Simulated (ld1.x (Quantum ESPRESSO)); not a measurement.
## ytterbium: variants of one PAW potential

Base potential:

```
Element                 : ytterbium
Generator               : ld1.x (Quantum ESPRESSO) 7.5
Type                    : PAW
Functional              : PBE
Relativity              : scalar-relativistic
Frozen core             : [Kr] 4d10
Valence charge          : 24
Reference configuration : 4f14 5s2 5p6 5d0 6s1.75 6p0 (charge +0.25)
Partial waves           : 5s (bound): rcut 1.60, rcutus 1.85 bohr; 6s (bound): rcut 1.60, rcutus 1.85 bohr; 5p (bound): rcut 2.65, rcutus 3.10 bohr; 6p (bound, empty): rcut 2.65, rcutus 3.10 bohr; 5d (bound, empty): rcut 2.95, rcutus 3.10 bohr; 5d channel at 1.45 Ry: rcut 2.95, rcutus 3.10 bohr; 4f (bound): rcut 1.00, rcutus 1.40 bohr; 4f channel at 0.05 Ry: rcut 1.00, rcutus 1.40 bohr
Local potential         : all-electron potential smoothed inside 1.10 bohr (lloc = -2)
Core correction         : a·sin(br)/r model core, default radius (ld1.x builds one for every PAW set, though the input has nlcc=.false.)
Augmentation charge     : BESSEL, radius 0.70 bohr
```

All-electron outer shells of the reference configuration (PBE, scalar-relativistic, ld1.x):

```json
{"shell": "4p", "level (eV)": "-339.80", "outermost node (bohr)": "0.26", "outermost maximum (bohr)": "0.48"}
{"shell": "4d", "level (eV)": "-179.48", "outermost node (bohr)": "0.24", "outermost maximum (bohr)": "0.49"}
{"shell": "5s", "level (eV)": "-56.50", "outermost node (bohr)": "0.58", "outermost maximum (bohr)": "1.07"}
{"shell": "5p", "level (eV)": "-29.00", "outermost node (bohr)": "0.62", "outermost maximum (bohr)": "1.24"}
{"shell": "6s", "level (eV)": "-5.19", "outermost node (bohr)": "1.46", "outermost maximum (bohr)": "3.24"}
{"shell": "4f", "level (eV)": "-4.57", "outermost node (bohr)": "–", "outermost maximum (bohr)": "0.49"}
{"shell": "6p", "level (eV)": "-2.13", "outermost node (bohr)": "1.81", "outermost maximum (bohr)": "4.43"}
{"shell": "5d", "level (eV)": "-1.98", "outermost node (bohr)": "0.70", "outermost maximum (bohr)": "2.07"}
```

Cutoffs, loose and tight: the cutoffs (Ry, on a coarse ladder) from which the occupation-weighted sum of valence levels, in a spherical-Bessel basis at the reference potential, stays within 10 and 1 mRy of its value at 400 Ry. They do not see the model core or the augmentation charge, which bear on the density cutoff. Test errors are all-electron minus pseudo excitation energies from the reference, over the configurations 4f14 5s2 5p6 5d0 6s2 6p0; 4f14 5s2 5p6 5d0 6s1 6p0; 4f14 5s2 5p6 5d0 6s0 6p0; 4f14 5s2 5p6 5d0 6s0 6p2; 4f12 5s2 5p6 5d0 6s0 6p0; 4f14 5s2 5p6 5d0 6s1 6p1; 4f13 5s2 5p6 5d0 6s0 6p0. A dash means not determined; rows that change the core or the reference have their own tests. The largest error is taken over the tests solved by every variant that gives reliable tests at all: 4f14 5s2 5p6 5d0 6s0 6p0; 4f14 5s2 5p6 5d0 6s1 6p0; 4f14 5s2 5p6 5d0 6s2 6p0.

A true bound ghost makes a file unfit for plane-wave use even where its test errors are small: the radial tests pick states by their node count and pass the ghost by.

Cutoffs are not given where the Bessel-basis levels miss the radial ones by over 6 mRy, ghosts where they miss by over 20 mRy; a channel whose overlap is not positive is not tested.

A file whose overlap is not positive is unfit for use, and its test errors describe a broken file.

```tsv
change	outcome	bound ghosts	largest test error (meV)
base	generated, overlap not positive	not determined (overlap not positive)	+69
waves 5d (bound): rcut 2.12, rcutus 2.24 bohr; 5d channel at 1.45 Ry: rcut 2.12, rcutus 2.24 bohr	generated, overlap not positive	not determined (overlap not positive)	+69
waves 5d (bound): rcut 2.54, rcutus 2.70 bohr; 5d channel at 1.45 Ry: rcut 2.54, rcutus 2.70 bohr	generated, overlap not positive	not determined (overlap not positive)	+69
waves 5d (bound): rcut 2.92, rcutus 3.10 bohr; 5d channel at 1.45 Ry: rcut 2.92, rcutus 3.10 bohr	generated, overlap not positive	not determined (overlap not positive)	+69
waves 5d (bound): rcut 2.95, rcutus 3.98 bohr; 5d channel at 1.45 Ry: rcut 2.95, rcutus 3.98 bohr	generated, overlap not positive	not determined (overlap not positive)	+69
waves 5d (bound): rcut 2.95, rcutus 4.52 bohr; 5d channel at 1.45 Ry: rcut 2.95, rcutus 4.52 bohr	generated, overlap not positive	not determined (overlap not positive)	+69
```

Task: What comes out with this change to the base: waves 5d (bound): rcut 2.95, rcutus 3.46 bohr; 5d channel at 1.45 Ry: rcut 2.95, rcutus 3.46 bohr?

Result: outcome: generated, overlap not positive; bound ghosts: f (s, p not tested, overlap not positive); largest test error (meV): +69. A file whose overlap is not positive is unfit for use, and its test errors describe a broken file.

Reading the sweep of the d radius (base included, trends over the rows without a ghost): Bound ghosts are found at 3.46 bohr. Every judged row has one, so this setting neither creates nor removes them.
